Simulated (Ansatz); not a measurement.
BMe2(tBu) (C6H15B), relaxed as a singlet with RKS PBE-D4/def2-SVP in Ansatz, starting from the GFN2-xTB geometry. Force threshold 0.02 eV/Å.

Another isomer (singlet) lies 0.02 eV lower at PBE0-D4/def2-TZVP; other spin states weren't run for this one.

Start:

```xyz
22

B     0.665   -0.541   -0.451
C     2.134    0.004   -0.626
C     0.293   -1.983   -0.967
C    -0.449    0.370    0.262
C    -0.378    0.051    1.769
C    -1.876    0.071   -0.220
C    -0.203    1.876    0.084
H     2.149    0.781   -1.390
H     2.852   -0.755   -0.928
H     2.512    0.474    0.281
H    -0.312   -2.540   -0.255
H     1.156   -2.595   -1.219
H    -0.313   -1.899   -1.870
H    -1.108    0.649    2.312
H    -0.591   -1.000    1.952
H     0.610    0.272    2.166
H    -2.137   -0.969   -0.050
H    -1.972    0.280   -1.283
H    -2.595    0.692    0.315
H    -0.243    2.148   -0.969
H     0.769    2.163    0.475
H    -0.963    2.450    0.613
```

| step | energy (eV) | largest force component (eV/Å) | SCF passes |
| --- | --- | --- | --- |
| 1 | -7128.2781 | 0.741 | 18 |
| 2 | -7128.4198 | 0.260 | 18 |
| 3 | -7128.4347 | 0.090 | 19 |
| 4 | -7128.4362 | 0.033 | 20 |
| 5 | -7128.4374 | 0.028 | 19 |
| 6 | -7128.4384 | 0.068 | 18 |
| 7 | -7128.4389 | 0.043 | 20 |
| 8 | -7128.4392 | 0.042 | 19 |
| 9 | -7128.4393 | 0.010 | 20 |

Force components are those of the run's own axes.

End:

Cartesian coordinates in Å:
```
B 0.658 -0.538 -0.429
C 2.128 0.007 -0.614
C 0.289 -1.987 -0.936
C -0.461 0.385 0.254
C -0.336 0.007 1.755
C -1.892 0.072 -0.224
C -0.197 1.894 0.094
H 2.114 0.644 -1.530
H 2.896 -0.775 -0.779
H 2.465 0.685 0.198
H -0.503 -2.492 -0.345
H 1.153 -2.670 -1.052
H -0.152 -1.855 -1.954
H -1.070 0.586 2.357
H -0.540 -1.070 1.933
H 0.673 0.233 2.160
H -2.162 -0.993 -0.074
H -2.020 0.299 -1.303
H -2.638 0.682 0.331
H -0.246 2.206 -0.971
H 0.798 2.190 0.481
H -0.956 2.491 0.646
```

By distances, no bond broke or formed. The bond that changes most is C3–H13, from 1.09 to 1.12 Å (atoms count from 1).

No frequencies were taken in this run, so the end may be a saddle point.

Hardware: 4 threads of Arm Neoverse V1 on a shared host. Wall time 20 s.
